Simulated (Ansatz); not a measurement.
Start from `CN(C)BF` and change one atom or group to get `C[N]([GeH3])BF`.

Ansatz, PBE0-D4/def2-TZVP geometries, multiplicity 1. Each molecule was computed in one conformer, which needn't be the lowest.

Scalar relativity is left out up to krypton.

| property | `CN(C)BF` |
| --- | --- |
| LUMO energy (B3LYP/def2-TZVPP) / eV | 0.52 |
| HOMO energy (PBE0/def2-TZVPP) / eV | -7.32 |
| ideal-gas entropy at 298 K and 1 bar (rigid rotor, harmonic PBE0-D4/def2-TZVP) / J/(mol·K) | 318 |
| LUMO energy (PBE0/def2-TZVPP) / eV | 0.79 |
| HOMO–LUMO gap (B3LYP/def2-TZVPP) / eV | 7.63 |
| LUMO energy (ωB97M-V/def2-TZVPP) / eV | 2.38 |

(1) What does the change do to each property? (An estimate is asked.)

## Answers

(1) The calculation gave: 
| property | `C[N]([GeH3])BF` | shift |
| --- | --- | --- |
| LUMO energy (B3LYP/def2-TZVPP) / eV | 0.24 | -0.28 |
| HOMO energy (PBE0/def2-TZVPP) / eV | -7.68 | -0.36 |
| ideal-gas entropy at 298 K and 1 bar (rigid rotor, harmonic PBE0-D4/def2-TZVP) / J/(mol·K) | 361 | 43 |
| LUMO energy (PBE0/def2-TZVPP) / eV | 0.50 | -0.29 |
| HOMO–LUMO gap (B3LYP/def2-TZVPP) / eV | 7.69 | 0.06 |
| LUMO energy (ωB97M-V/def2-TZVPP) / eV | 2.09 | -0.29 |

With PBE0 the HOMO falls by 0.36 eV and the LUMO falls by 0.29 eV, so the gap widens by about 0.07 eV. PBE moves the HOMO by -0.36 eV and ωB97M-V by -0.35 eV. Modes under 60 cm⁻¹, often nearly free rotors, make the harmonic entropy too high.

B3LYP here is the variant with VWN-RPA as its local correlation; programs differ in this.
